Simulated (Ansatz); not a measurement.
Cost and result for the atomization energy of C3H8F2OSi, SMILES `CCO[Si](C)(F)F` (15 atoms, 14 bonds).

Cartesian coordinates in Å:
```
C 0.3951 0.7655 -2.2121
C -0.1232 -0.4858 -1.5449
O 0.2825 -0.5537 -0.1834
Si -0.5126 0.0070 1.1023
C 0.3632 -0.4517 2.6445
F -0.6883 1.5867 1.0045
F -2.0025 -0.5530 1.0945
H 1.4838 0.8121 -2.1448
H -0.0178 1.6605 -1.7424
H 0.1145 0.7707 -3.2683
H 0.2784 -1.3770 -2.0338
H -1.2156 -0.5394 -1.6138
H 0.4326 -1.5371 2.7373
H 1.3752 -0.0422 2.6436
H -0.1653 -0.0625 3.5169
```

The species carries charge 0 and has multiplicity 1. All single points use the PBE0-D4/def2-TZVP geometry. It is one conformer, not always the lowest. Program: Ansatz. All runs use 2 threads of an AMD EPYC 7R13 on a shared host and a share of an NVIDIA H100 80 GB. Times are those of one run each, without the atoms' runs, and a repeat can differ threefold. Electronic energies, without spin–orbit coupling; frozen cores. CCSD(T)/CBS adds CCSD(T) − MP2 in def2-TZVPP to the MP2 limit, and its time is that of the two runs behind it. T1 = 0.011. B3LYP takes the VWN-RPA correlation (the form of Gaussian; ORCA's B3LYP/G).

CCSD(T)/CBS is a level of theory with its own doubt, some kJ/mol a heavy atom from the limit and from the frozen cores, so smaller differences don't rank the functionals.

| level | functions | wall time | atomization (kcal/mol) | difference from CCSD(T)/CBS | per bond |
| --- | --- | --- | --- | --- | --- |
| PBE-D4/def2-TZVPP (with forces) | 340 | 2.5 s | 1498.0 | 16.4 | 1.2 |
| PBE0-D4/def2-TZVPP | 340 | 3 s | 1474.4 | -7.2 | -0.5 |
| B3LYP-D4/def2-TZVPP (with forces) | 340 | 3.8 s | 1473.8 | -7.8 | -0.6 |
| ωB97X-V/def2-TZVPP | 340 | 4 s | 1479.9 | -1.7 | -0.1 |
| r2SCAN-D4/def2-TZVPP (with forces) | 340 | 4.1 s | 1481.2 | -0.4 | 0.0 |
| B2PLYP/def2-TZVPP | 340 | 4.5 s | 1463.5 | -18.1 | -1.3 |
| ωB97M-V/def2-TZVPP (with forces) | 340 | 4.9 s | 1481.4 | -0.2 | 0.0 |
| MP2/def2-QZVPP | 652 | 6.5 s | 1496.8 | 15.2 | 1.1 |
| CCSD(T)/def2-TZVPP | 340 | 11 s | 1444.8 | -36.8 | -2.6 |
| CCSD(T)/CBS(def2) | – | 18 s | 1481.6 | 0.0 | 0.0 |

The D4 term adds +11.8 kcal/mol with B3LYP and +6.3 kcal/mol with PBE0; it sums over pairs of atoms, weighted by their polarisabilities, and B3LYP, whose exchange is more repulsive, gets the larger term. In def2-TZVPP, CCSD(T) changes the Hartree–Fock value by +333.8 kcal/mol (the triples alone add +18.5 kcal/mol) and MP2 by +363.6 kcal/mol; breaking electron pairs costs correlation energy, which Hartree–Fock lacks. From PBE to PBE0 (25 % exact exchange), in def2-TZVPP and without D4, the atomization energy moves by −22.4 kcal/mol: exact exchange takes away binding that semilocal exchange gives to molecules.
